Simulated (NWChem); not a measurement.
System: 1,1-difluoroethane (C₂H₄F₂); SMILES CC(F)F

Input file for NWChem:

```
start job
memory heap 200 mb stack 900 mb global 1100 mb
geometry units angstroms noautoz
  C     -0.113080     1.366535     0.000000
  C      0.350818    -0.060260     0.000000
  F     -0.122764    -0.705529    -1.092215
  F     -0.122764    -0.705529     1.092215
  H     -1.212214     1.387995     0.000000
  H      0.256316     1.886308    -0.894476
  H      0.256316     1.886308     0.894476
  H      1.451454    -0.162517     0.000000
end
basis spherical
  * library def2-svp
end
dft
  xc xpbe96 cpbe96
  iterations 150
  mulliken
end
task dft energy
```

NWChem printed, in part:

```
             Northwest Computational Chemistry Package (NWChem) 7.3.0
             --------------------------------------------------------

 CS  symmetry detected

                             Geometry "geometry" -> ""
                             -------------------------

 Output coordinates in angstroms (scale by  1.889725989 to convert to a.u.)

  No.       Tag          Charge          X              Y              Z
 ---- ---------------- ---------- -------------- -------------- --------------
    1 C                    6.0000    -0.11607983    -1.36219971     0.00000000
    2 C                    6.0000     0.35192675     0.06325292     0.00000000
    3 F                    9.0000    -0.11979431     0.70988359    -1.09221500
    4 F                    9.0000    -0.11979431     0.70988359     1.09221500
    5 H                    1.0000    -1.21527109    -1.38049309     0.00000000
    6 H                    1.0000     0.25181721    -1.88303475    -0.89447600
    7 H                    1.0000     0.25181721    -1.88303475     0.89447600
    8 H                    1.0000     1.45285277     0.16233864     0.00000000

 Effective nuclear repulsion energy (a.u.)     132.8145384597

      Symmetry information
      --------------------

 Group name             Cs
 Group number              2
 Group order               2
 No. of unique centers     6

  pbe96 is a nonlocal functional; adding pw91lda local functional.

                                 NWChem DFT Module
                                 -----------------

 Summary of "ao basis" -> "ao basis" (spherical)
 ------------------------------------------------------------------------------
       Tag                 Description            Shells   Functions and Types
 ---------------- ------------------------------  ------  ---------------------
 C                          def2-svp                 6       14   3s2p1d
 F                          def2-svp                 6       14   3s2p1d
 H                          def2-svp                 3        5   2s1p

      Symmetry analysis of basis
      --------------------------

        a'         47
        a"         29

            General Information
            -------------------
          SCF calculation type: DFT
          Wavefunction type:  closed shell.
          No. of atoms     :     8
          No. of electrons :    34
           Alpha electrons :    17
            Beta electrons :    17
          Charge           :     0
          Spin multiplicity:     1
          Use of symmetry is: on ; symmetry adaption is: on
          Maximum number of iterations: 150
          AO basis - number of functions:    76
                     number of shells:    36
          Convergence on energy requested:  1.00D-06
          Convergence on density requested:  1.00D-05
          Convergence on gradient requested:  5.00D-04

              XC Information
              --------------
          PerdewBurkeErnzerhof Exchange Functional  1.000
            Perdew 1991 LDA Correlation Functional  1.000 local
           PerdewBurkeErnz. Correlation Functional  1.000 non-local

             Grid Information
             ----------------
          Grid used for XC integration:  medium
          Radial quadrature: Mura-Knowles
          Angular quadrature: Lebedev.
          Tag              B.-S. Rad. Rad. Pts. Rad. Cut. Ang. Pts.
          ---              ---------- --------- --------- ---------
          C                   0.70       49           8.0       434
          F                   0.50       49           9.0       434
          H                   0.35       45           9.0       434
          Grid pruning is: on
          Number of quadrature shells:   282
          Spatial weights used:  Erf1

      Superposition of Atomic Density Guess
      -------------------------------------

 Sum of atomic energies:        -275.83175982

      Non-variational initial energy
      ------------------------------

 Total energy =    -277.492514
 1-e energy   =    -644.707473
 2-e energy   =     234.400421
 HOMO         =      -0.382711
 LUMO         =       0.131037

      Symmetry analysis of molecular orbitals - initial
      -------------------------------------------------

  Numbering of irreducible representations:

     1 a'          2 a"

  Orbital symmetries:

     1 a'          2 a"          3 a'          4 a'          5 a'
     6 a"          7 a'          8 a'          9 a"         10 a'
    11 a'         12 a"         13 a"         14 a'         15 a"
    16 a'         17 a'         18 a'         19 a'         20 a"
    21 a'         22 a"         23 a'         24 a'         25 a'
    26 a"         27 a'

     ---------------------------------------------
      Total Density - Mulliken Population Analysis
     ---------------------------------------------

    Atom       Charge   Shell Charges
 -----------   ------   -------------------------------------------------------
    1 C    6     6.34   1.99  0.97  0.19  2.11  1.06  0.02
    2 C    6     5.14   1.99  0.88  0.21  1.45  0.50  0.10
    3 F    9     9.43   1.99  1.14  0.77  3.46  2.06  0.00
    4 F    9     9.43   1.99  1.14  0.77  3.46  2.06  0.00
    5 H    1     0.90   0.67  0.21  0.03
    6 H    1     0.89   0.66  0.20  0.03
    7 H    1     0.89   0.66  0.20  0.03
    8 H    1     0.99   0.73  0.25  0.02

   convergence    iter        energy       DeltaE   RMS-Dens  Diis-err
 ---------------- ----- ----------------- --------- --------- ---------
 d= 0,ls=0.0,diis     1   -277.6914245151 -4.11D+02  2.16D-02  9.81D-01
 d= 0,ls=0.0,diis     2   -277.5303347806  1.61D-01  1.23D-02  3.01D+00
 d= 0,ls=0.0,diis     3   -277.7956163429 -2.65D-01  1.73D-03  2.75D-02
 d= 0,ls=0.0,diis     4   -277.7969193590 -1.30D-03  9.48D-04  8.39D-03
 d= 0,ls=0.0,diis     5   -277.7976895002 -7.70D-04  1.83D-04  2.57D-04
  Resetting Diis
 d= 0,ls=0.0,diis     6   -277.7977231830 -3.37D-05  3.58D-05  1.01D-05
 d= 0,ls=0.0,diis     7   -277.7977244478 -1.26D-06  1.26D-05  3.78D-07
 d= 0,ls=0.0,diis     8   -277.7977244214  2.65D-08  7.18D-06  5.79D-07

         Total DFT energy =     -277.797724421362
      One electron energy =     -647.044905422524
           Coulomb energy =      269.391348113180
    Exchange-Corr. energy =      -32.958705571694
 Nuclear repulsion energy =      132.814538459677

 Numeric. integr. density =       34.000003366751

                  Occupations of the irreducible representations
                  ----------------------------------------------

                     irrep           alpha         beta
                     --------     --------     --------
                     a'               11.0         11.0
                     a"                6.0          6.0

                       DFT Final Molecular Orbital Analysis
                       ------------------------------------

 Vector   15  Occ=2.000000D+00  E=-3.373422D-01  Symmetry=a'
              MO Center=  2.0D-03,  1.2D-01, -3.7D-14, r^2= 2.4D+00
   Bfn.  Coefficient  Atom+Function         Bfn.  Coefficient  Atom+Function
  ----- ------------  ---------------      ----- ------------  ---------------
    33      0.322867  3 F  py                47      0.322867  4 F  py
    36     -0.221848  3 F  py                50     -0.221848  4 F  py
    32     -0.214377  3 F  px                46     -0.214377  4 F  px
     5     -0.204728  1 C  py                72     -0.179070  8 H  s
    35      0.143714  3 F  px                49      0.143714  4 F  px

 Vector   16  Occ=2.000000D+00  E=-3.201578D-01  Symmetry=a"
              MO Center= -8.6D-02,  3.9D-01, -2.4D-15, r^2= 2.2D+00
   Bfn.  Coefficient  Atom+Function         Bfn.  Coefficient  Atom+Function
  ----- ------------  ---------------      ----- ------------  ---------------
    34      0.333677  3 F  pz                48      0.333677  4 F  pz
    33      0.312860  3 F  py                47     -0.312860  4 F  py
    37     -0.225321  3 F  pz                51     -0.225321  4 F  pz
    36     -0.207601  3 F  py                50      0.207601  4 F  py
     6      0.167784  1 C  pz                62     -0.132608  6 H  s

 Vector   17  Occ=2.000000D+00  E=-2.769602D-01  Symmetry=a'
              MO Center=  1.9D-01,  1.7D-01,  1.6D-14, r^2= 2.1D+00
   Bfn.  Coefficient  Atom+Function         Bfn.  Coefficient  Atom+Function
  ----- ------------  ---------------      ----- ------------  ---------------
    32      0.302814  3 F  px                46      0.302814  4 F  px
    72      0.289239  8 H  s                  3     -0.263848  1 C  s
     5     -0.252760  1 C  py                18      0.229938  2 C  px
    33      0.218127  3 F  py                47      0.218127  4 F  py
    35     -0.205823  3 F  px                49     -0.205823  4 F  px

 Vector   18  Occ=0.000000D+00  E= 4.639541D-02  Symmetry=a'
              MO Center=  6.9D-01, -1.3D+00, -2.4D-16, r^2= 4.8D+00
   Bfn.  Coefficient  Atom+Function         Bfn.  Coefficient  Atom+Function
  ----- ------------  ---------------      ----- ------------  ---------------
     3      1.926279  1 C  s                 73     -1.105956  8 H  s
    63     -1.096332  6 H  s                 68     -1.096332  7 H  s
    58     -0.562662  5 H  s                 17      0.556117  2 C  s
    21      0.550328  2 C  px                 8     -0.441983  1 C  py
    18      0.241911  2 C  px                 5     -0.187126  1 C  py

[...]
```

Level: PBE/def2-SVP. All runs use the structure optimised with PBE0/def2-SVP.
